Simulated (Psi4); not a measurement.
ClGa, charge -1, doublet, geometry from GFN2-xTB (such geometries of metal compounds can be far from the true shape) (a state made from the parent by changing its charge; the spin is typed, not shown lowest) (a gas-phase anion, which may not be bound at this level). Base run: B3LYP/6-31G run with Psi4 1.11.

Geometry (Å):
```xyz
2

Ga     0.0000     0.0000    -0.8550
Cl     0.0000     0.0000     1.5591
```
Charge -1, spin multiplicity 2.
Orbitals are unrestricted.
All else is at Psi4's defaults (density fitting; Cartesian or spherical functions as each basis is defined).

The base run was repeated with changes; each row names its change, and settings that it needs were set with it.

| change | basis functions | E (Eh) | core-seconds (rough) |
|---|---|---|---|
| base | 42 | -2384.71679 | 5 |
| basis = STO-3G | 27 | -2357.35092 | 10 |
| basis = def2-SVP | 50 | -2384.78477 | 6 |
| basis = 6-31G* | 54 | -2384.80627 | 6 |
| basis = aug-cc-pVDZ | 63 | -2385.08308 | 7 |
| basis = aug-pcseg-1 | 63 | -2384.97923 | 8 |
| basis = 6-311G** | 70 | -2385.17100 | 6 |
| basis = cc-pVTZ | 77 | -2385.24698 | 10 |
| basis = pcseg-2 | 77 | -2385.26089 | 7 |
| basis = def2-TZVP | 85 | -2385.20175 | 9 |
| basis = def2-TZVPD | 100 | -2385.20885 | 10 |
| basis = aug-cc-pVTZ | 109 | -2385.25794 | 20 |
| basis = cc-pVQZ | 127 | -2385.26065 | 20 |

Totals compare only among sets that treat the same electrons; sets with core potentials leave the core out.

Open shells are given as the SCF converged; they aren't shown to be the lowest states, and a large step between rows can be another state.

A gas-phase anion may not be bound at this level; its values then depend on the basis.
